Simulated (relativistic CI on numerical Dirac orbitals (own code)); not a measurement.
**Sensitivity of the levels of Nd XXXVI to α and to the nuclear radius**

These numbers are calculated, not measured: Dirac-Coulomb-Breit CI, orbitals from a KLI potential per configuration, derivatives by finite differences, unscaled Slater integrals, QED left out (own radial code, finite nucleus).

Configuration list (outside the closed core [Ne]): 3s²3p⁶3d⁷, 3s²3p⁵3d⁸, 3s²3p⁴3d⁹, 3s3p⁶3d⁸, 3p⁶3d⁹, 3s3p⁵3d⁹, 3s²3p⁶3d⁶4s, 3s²3p⁶3d⁶4p. Levels of other configurations are missing.

With x = (α/α₀)² − 1 an excitation energy changes as ω = ω₀ + qx; K = 2q/ω₀ is the relative enhancement. Terms are leading LS components, so labels can repeat. The field-shift factor is F = δν/δ⟨r²⟩ for the transition from the lowest level.

Lowest level 3s²3p⁶3d⁷ ⁴F9/2.

| Level | ω₀ (cm⁻¹) | q (cm⁻¹) | K | F (GHz/fm²) |
| --- | --- | --- | --- | --- |
| 3s²3p⁶3d⁷ ²P3/2 | 74956 | 1170 | 0.0312 | -0.158 |
| 3s²3p⁶3d⁷ ²D5/2 | 105072 | 23780 | 0.453 | 0.412 |
| 3s²3p⁶3d⁷ ⁴F7/2 | 175813 | 195500 | 2.22 | 2.44 |
| 3s²3p⁶3d⁷ ²G9/2 | 227974 | 180900 | 1.59 | 2.43 |
| 3s²3p⁶3d⁷ ⁴F3/2 | 233039 | 201900 | 1.73 | 2.59 |
| 3s²3p⁶3d⁷ ⁴P5/2 | 244375 | 205300 | 1.68 | 2.71 |
| 3s²3p⁶3d⁷ ⁴P1/2 | 258924 | 193200 | 1.49 | 2.33 |
| 3s²3p⁶3d⁷ ²H11/2 | 278758 | 184200 | 1.32 | 2.68 |
| 3s²3p⁶3d⁷ ²G7/2 | 305660 | 208500 | 1.36 | 2.81 |
| 3s²3p⁶3d⁷ ²F5/2 | 351543 | 180000 | 1.02 | 2.62 |
| 3s²3p⁶3d⁷ ⁴F5/2 | 405804 | 374000 | 1.84 | 4.73 |
| 3s²3p⁶3d⁷ ⁴F3/2 | 414897 | 357300 | 1.72 | 4.62 |
| 3s²3p⁶3d⁷ ²D3/2 | 454497 | 241000 | 1.06 | 3.45 |
| 3s²3p⁶3d⁷ ²P1/2 | 456375 | 389700 | 1.71 | 4.73 |
| 3s²3p⁶3d⁷ ²H9/2 | 459317 | 380700 | 1.66 | 5.09 |
| 3s²3p⁶3d⁷ ²F7/2 | 488586 | 361500 | 1.48 | 4.78 |
| 3s²3p⁶3d⁷ ²D5/2 | 630589 | 378800 | 1.2 | 5.38 |
| 3s²3p⁶3d⁷ ²D3/2 | 665143 | 561600 | 1.69 | 7.12 |
| 3s²3p⁵3d⁸ ⁴G°11/2 | 2228758 | 257500 | 0.231 | 10.4 |
| 3s²3p⁵3d⁸ ²D°5/2 | 2305711 | 258600 | 0.224 | 9.47 |
| 3s²3p⁵3d⁸ ²F°7/2 | 2308253 | 263900 | 0.229 | 9.3 |
| 3s²3p⁵3d⁸ ⁴F°9/2 | 2361363 | 264600 | 0.224 | 10.6 |
| 3s²3p⁵3d⁸ ²S°1/2 | 2423456 | 277000 | 0.229 | 10.7 |

At this charge energies of transitions that change n are usually good to better than 1 %, and those within a shell (Δn = 0) to a few per cent. Terms inside the open d or f shell come out 10 to 20 % too wide with unscaled integrals.
